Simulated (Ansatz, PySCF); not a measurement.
C2H9FSi3, SMILES [C@H]1(F)C[SiH2][Si@@H]1[SiH3].

Geometry optimised at B3LYP-D3(BJ)/def2-SVP. The structure was generated by enumeration; whether it is a known compound was not checked.

Vertical ionisation energy (IE) and electron affinity (EA) in eV. Rows of orbital energies are one-electron estimates. Where ΔSCF, EOM or ADC give a negative EA the extra electron is unbound and the value depends on the basis.

```json
[
 {"level": "−ε(HOMO), −ε(LUMO), PBE0/def2-TZVP (PySCF)", "IE": "7.51", "EA": "0.63"},
 {"level": "−ε(HOMO), −ε(LUMO), PBE/def2-TZVP (PySCF)", "IE": "6.40", "EA": "1.43"},
 {"level": "ΔSCF, PBE0/def2-SVPD (Ansatz), final states of multiplicity 2 and 2", "IE": "9.31", "EA": "-0.78"},
 {"level": "ΔSCF, PBE/def2-SVPD (Ansatz), final states of multiplicity 2 and 2", "IE": "9.05", "EA": "-0.63"}
]
```

What vertical singlet–triplet gap does ΔSCF give with PBE0/def2-SVPD (Ansatz, a first-principles code) and with PBE/def2-SVPD (Ansatz)? (An estimate is asked for; the answer gives what the named calculation found.)

5.02 and 4.75 eV (triplet above singlet where positive).
